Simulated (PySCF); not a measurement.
**`FC(F)(F)C([SiH3])=C=C[SiH3]`, C4H7F3Si2**

Geometry:
| atom | x (Å) | y (Å) | z (Å) |
| --- | --- | --- | --- |
| F1 | 2.164 | -1.337 | -1.452 |
| C2 | 1.783 | -1.249 | -0.171 |
| F3 | 1.115 | -2.360 | 0.130 |
| F4 | 2.901 | -1.239 | 0.564 |
| C5 | 0.976 | -0.002 | 0.056 |
| Si6 | 1.674 | 1.678 | -0.447 |
| C7 | -0.215 | -0.081 | 0.603 |
| C8 | -1.422 | -0.132 | 1.097 |
| Si9 | -2.939 | -0.345 | 0.002 |
| H10 | 1.838 | 1.745 | -1.928 |
| H11 | 3.003 | 1.888 | 0.198 |
| H12 | 0.705 | 2.712 | 0.010 |
| H13 | -1.541 | -0.063 | 2.186 |
| H14 | -4.149 | -0.310 | 0.874 |
| H15 | -3.011 | 0.762 | -0.997 |
| H16 | -2.882 | -1.650 | -0.720 |

Computed, not measured: PySCF, quadratic response CAM-B3LYP/aug-cc-pVDZ first hyperpolarisability, Taylor convention, gas phase. Geometry: PBE0-D3(BJ)/def2-SVP.

(1) Give the tensor of the second harmonic β(−2ω;ω,ω) at 1064 nm in the axes of these coordinates.

Results:

(1) In au, Taylor convention; rows are the first index (the induced dipole):
```csv
,xx,yy,zz,xy,xz,yz
x,+225.8,+3.5,+60.4,-44.1,-12.3,+12.5
y,-41.3,-111.3,-33.1,+3.3,+11.3,+21.5
z,-13.7,+21.8,-1.6,+11.8,+57.8,-33.3
```
Norm of βᵢ = ⅓ Σⱼ (βᵢⱼⱼ + βⱼᵢⱼ + βⱼⱼᵢ): 343.7 au, hyper-Rayleigh value 130.9 au.
